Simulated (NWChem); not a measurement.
Species: C$_{5}$H$_{2}$BrF; SMILES FC=C=C(Br)C#C

```xyz
9

C      2.9630    -0.7897     0.1319
C      1.8207    -0.4047     0.0278
C      0.4827     0.0350    -0.0930
Br    -0.8576    -1.3887     0.0346
C      0.0856     1.2673    -0.2776
C     -0.3022     2.4931    -0.5079
F     -0.5844     3.3716     0.4740
H      3.9720    -1.1228     0.2239
H     -0.4331     2.9212    -1.4983
```
Atoms are numbered in this order, from 1.

Program: NWChem. Geometry optimised at B3LYP/6-31G*; all other runs use it. Pople sets run with spherical d functions. This build's default masses of Se (78.918 u) and Br (79.917 u) are each other's, which moves their modes by up to 0.6 %.

```json
[
 {"quantity": "vertical, lowest excitation, singlet (eV)", "level": "PBE0/def2-SVPD, TDA", "value": "4.28"},
 {"quantity": "−ε(HOMO) (eV)", "level": "PBE0/def2-SVP", "value": "7.55"},
 {"quantity": "cavity-dispersion-structure term (kcal/mol) in water", "level": "B3LYP/6-31G*, SMD", "value": "4.9"},
 {"quantity": "isotropic polarisability (bohr³), static", "level": "PBE0/def2-SVPD", "value": "90.5"},
 {"quantity": "dipole (D)", "level": "B3LYP/6-31G*", "value": "1.88"},
 {"quantity": "highest harmonic frequency (cm⁻¹)", "level": "B3LYP/6-31G*", "value": "3494"}
]
```
